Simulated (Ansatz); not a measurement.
**SnH2F (SMILES [F][SnH2]): methods side by side**

SnH2F: 4 atoms, total charge 0, spin state doublet. As SMILES, `[F][SnH2]`. The coordinates come from a PBE0-D4/def2-TZVP relaxation.

Quantity: the electronic atomisation energy, in eV. The values are calculated. Electronic energies at fixed atoms, without zero-point motion or spin-orbit coupling.

| level | kind | program | value (eV) | less FCI/STO-3G | CPU time (all runs) |
| --- | --- | --- | --- | --- | --- |
| U-revPBE/STO-3G | GGA | Ansatz | 12.91 | +2.52 | 4.2 s |
| U-r2SCAN/STO-3G | meta-GGA | Ansatz | 12.98 | +2.59 | 15 s |
| U-r2SCAN0/STO-3G | hybrid meta-GGA | Ansatz | 12.30 | +1.91 | 10 s |
| UB3LYP/STO-3G | global hybrid | Ansatz | 12.88 | +2.49 | 4.2 s |
| UBHLYP/STO-3G | global hybrid | Ansatz | 11.97 | +1.58 | 3.8 s |
| U-wB97M-V/STO-3G | range-separated hybrid | Ansatz | 13.06 | +2.67 | 37 s |
| UCAM-B3LYP/STO-3G | range-separated hybrid | Ansatz | 12.87 | +2.48 | 4.5 s |
| UB2PLYP/STO-3G | double hybrid | Ansatz | 11.78 | +1.39 | 4.1 s |
| FCI/STO-3G | exact in the basis | Ansatz | 10.39 | 0.00 | 3.9 s |

FCI/STO-3G is exact within its basis and frozen core, so for wave-function methods in that basis the difference is their error; functionals converge differently with the basis, so for them it is only a difference. All-electron rows without a relativistic Hamiltonian named are non-relativistic. The values span 10.39 to 13.06 eV. All rows use very small basis sets, so none should be taken for the real molecule's value. Times are those of the runs behind each value, whatever else they computed, on shared processors of several kinds: orders of magnitude only.
